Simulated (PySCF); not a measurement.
# [Pb(SH)3]− at several levels of theory

Computed with PySCF 2.14.0 (density fitting, no spin-orbit coupling) at the geometry relaxed with TPSS:

```xyz
7
[Pb(SH)3]− (singlet)
Pb   -0.0092   -0.0104    0.6041
S     2.3299   -0.3835   -0.7006
H     2.9299    0.5645    0.0688
S    -0.8064    2.2102   -0.7143
H    -1.8946    2.3265    0.0940
S    -1.5015   -1.8320   -0.7249
H    -1.0480   -2.8181    0.0953
```

| level | basis | state | HOMO (eV) | gap (eV) | charge on Pb1 (e) | dipole about the centre of mass (D) | largest force component (eV/Å) |
| --- | --- | --- | --- | --- | --- | --- | --- |
| TPSS | Pb def2-SVP with ECP60, S def2-SVP, H def2-SVP | singlet | -0.69 | 3.85 | 0.29 | 5.93 | 0.01 |
| TPSS | Pb def2-TZVP with ECP60, S def2-TZVP, H def2-TZVP | singlet | -1.09 | 3.69 | 0.50 | 6.16 | 0.22 |
| TPSS | Pb x2c-SVPall, S x2c-SVPall, H x2c-SVPall | singlet | -0.69 | 3.86 | 0.31 | 5.90 | 0.71 |

Charges are Mulliken's, which hang on the basis. The relaxation used the grid (50, 194), these runs (75, 302) or, all-electron (x2c bases, spin-free X2C Hamiltonian), (99, 590).

Question: Order these levels, in the first row's basis, by the HOMO–LUMO gap they give here, smallest first.
A. CAM-B3LYP
B. wB97X
C. revPBE
D. PBE0

Answer: C (3.69 eV), D (5.37 eV), A (7.40 eV), B (9.18 eV).

Question: And their other results?

Answer: 
| level | state | HOMO (eV) | gap (eV) | charge on Pb1 (e) | dipole about the centre of mass (D) | largest force component (eV/Å) |
| --- | --- | --- | --- | --- | --- | --- |
| wB97X | singlet | -3.69 | 9.18 | 0.38 | 6.43 | 0.38 |
| revPBE | singlet | -0.52 | 3.69 | 0.26 | 5.81 | 0.15 |
| CAM-B3LYP | singlet | -2.71 | 7.40 | 0.32 | 6.09 | 0.31 |
| PBE0 | singlet | -1.63 | 5.37 | 0.32 | 6.13 | 0.28 |

In the first row's basis the gap widens with exact exchange: 3.7 to 3.8 eV for revPBE, TPSS (none); 5.4 eV for PBE0 (a fixed share); 7.4 to 9.2 eV for CAM-B3LYP, wB97X (rising or full at long range).

No frequency check is given that shows the relaxed geometry to be a minimum.
